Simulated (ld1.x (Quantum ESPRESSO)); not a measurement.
**manganese, TM: configuration errors across variants**

```json
{
  "Element": "Mn",
  "Generator": "ld1.x (Quantum ESPRESSO) 7.5",
  "Type": "norm-conserving Troullier–Martins (Kleinman–Bylander form)",
  "Functional": "PBE",
  "Relativity": "scalar-relativistic",
  "Frozen core": "[Ar]",
  "Valence charge": "7",
  "Reference configuration": "3d5 4s1 4p1",
  "Partial waves": "4s (bound): rc 2.30 bohr; 4p (bound): rc 3.70 bohr; 3d (bound): rc 1.85 bohr",
  "Local potential": "the d channel",
  "Core correction": "none"
}
```

All-electron excitation energies from the reference (eV): (1) 3d5 4s2 4p0 -3.857; (2) 3d5 4s1 4p0 4.559; (3) 3d5 4s0 4p0 20.158; (4) 3d3 4s0 4p0 103.439; (5) 3d5 4s0 4p2 4.072; (6) 3d5 4s0 4p1 9.299; (7) 3d5.5 4s1.5 4p0 -4.339.

1 further variants failed, have other tests or too few solved ones, and are left out.

A true bound ghost makes a file unfit for plane-wave use even where its test errors are small: the radial tests pick states by their node count and pass the ghost by.

Errors AE − PS in meV (a dash: test not solved or not reliable):

| change | (1) | (2) | (3) | (4) | (5) | (6) | (7) | bound ghosts |
| --- | --- | --- | --- | --- | --- | --- | --- | --- |
| base | +8.1 | +1.3 | +81 | -112 | +10 | +19 | -22 | s, p |
| wave 3d (bound): rc 1.85 bohr becomes 3d (bound): rc 1.14 bohr | +7.7 | +1.0 | +73 | -341 | +10 | +19 | -11 | s, p |
| core correction a·sin(br)/r model core inside 1.50 bohr | +1.9 | -3.1 | -26 | -944 | +1.6 | -1.5 | -32 | s, p |
| all radii scaled by about 1.26 (s 2.90, p 4.68, d 2.34 bohr) | +7.8 | -2.4 | +43 | +487 | +10 | +23 | -21 | s |
| wave 4p (bound): rc 3.70 bohr becomes 4p (bound): rc 3.92 bohr | +9.0 | +0.6 | +78 | -129 | +11 | +20 | -20 | s, p |
| all radii scaled by about 1.37 (s 3.16, p 5.08, d 2.54 bohr) | +2.8 | -3.6 | +10 | +774 | +2.6 | +8.3 | -23 | s |
| wave 3d (bound): rc 1.85 bohr becomes 3d (bound): rc 2.62 bohr | +4.0 | -0.1 | +33 | +1267 | +5.0 | +7.6 | -23 | s |

Give the same row for: wave 4s (bound): rc 2.30 bohr becomes 4s (bound): rc 3.32 bohr.

-0.1, +1.9, +58, -476, -3.0, +4.4, -30; bound ghosts: s, p.
